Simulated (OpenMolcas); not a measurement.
Os6+ among 6 point charges of -1 e arranged as a tetragonal octahedron (D4h). The axial distance is 1.07 times the equatorial one, R.

* Program: OpenMolcas 26.06
* Method: SS-CASPT2, IPEA 0.25 Eh, imaginary shift 0.1 Eh (closed shells correlated: 5s 5p)
* Basis: ANO-RCC-VDZP [7s6p4d2f1g]
* Scalar Hamiltonian: DKH2, point nucleus
* Active space: 2 electrons in 5 orbitals (5d)
* State averaging: 2S+1 = 3 even, 10 roots; 2S+1 = 1 even, 15 roots
* Spin-orbit coupling: state interaction with AMFI integrals over the reference wave functions

All point charges move together. At R = 1.84 Å the first state of the same spin is 720 cm-1, and at R = 1.97 Å it is 570 cm-1.

Task: A third run gives 1070 cm-1. What distance was it run at?

Result: With a power law R^-n the two known points give n = -ln(570 / 720) / ln(1.97 / 1.84) = 3.42. Then R = 1.84 × (720 / 1070)^(1/3.42) = 1.639 Å. The run was at 1.74 Å, so the estimate is off by -0.101 Å.

Free-ion shares, where given, are those of the reference states; single-state CASPT2 does not remix them. Spin-orbit coupling mixes the spin-free states strongly: the lowest level takes only 47 % from its leading state, 3A2 (figures for R = 1.74; the like holds for R = 1.84, R = 1.97). Point charges carry no covalency, so the field is a model and not that of real ligands. No measured value stands beside these numbers.
